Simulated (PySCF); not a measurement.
Molecule: SMILES C1=C2C(C)C2=CC=C1, C8H8.

Geometry (Å), atoms numbered from 1 in this order:
```xyz
16

C     2.5237   -0.0332    0.3346
C     1.3842   -0.2789   -0.6274
C     0.0682   -0.7725   -0.1310
C    -1.0536   -1.3523    0.3654
C    -2.1591   -0.4789    0.3927
C    -2.0853    0.8354   -0.0319
C    -0.8982    1.4113   -0.5268
C     0.1416    0.5404   -0.5546
H     3.1901    0.7327   -0.0594
H     3.0968   -0.9476    0.4804
H     2.1438    0.2975    1.2988
H     1.7078   -0.6145   -1.6113
H    -1.1318   -2.3715    0.7143
H    -3.1025   -0.8524    0.7649
H    -2.9731    1.4492    0.0213
H    -0.8601    2.4440   -0.8414
```

Frames of a GFN2-xTB Langevin trajectory at 400 K; GIAO PBE0/pcSseg-1 shieldings in PySCF, gas phase, non-relativistic; equivalent atoms averaged within each frame.

δ = σ(ref) − σ, references computed at the same level: $^{13}$C (186.93 ppm) and $^{1}$H (31.72 ppm) vs TMS. The references are static minima.

**Question.** How do the shifts (ppm) fluctuate along the trajectory?

**Answer.** 
```
         time (fs)  C3/C8  C5/C6  C4/C7    C2    C1  H13/H16  H14/H15   H12  H9/H10/H11
               250  145.6  134.1  120.1  37.1  29.8     8.00     7.12  4.05        2.40
               425  151.8  131.2  122.8  40.6  35.5     8.17     7.25  4.92        2.63
               625  142.4  130.3  119.6  26.1  27.3     7.66     7.40  2.38        2.06
               800  149.0  140.3  122.4  39.3  24.8     7.79     7.42  3.32        2.19
              1000  136.4  141.1  125.1  29.7  29.2     7.86     8.18  4.71        2.88
    mean of frames  145.0  135.4  122.0  34.5  29.3     7.90     7.47  3.88        2.43
standard deviation    6.0    5.0    2.2   6.3   4.0     0.20     0.41  1.05        0.33
```

5 frames give an uncertainty of the mean of about the standard deviation over 2.2 at best, since frames this close in time may not be independent; classical motion lacks zero-point vibration, and the reference would need the same averaging.
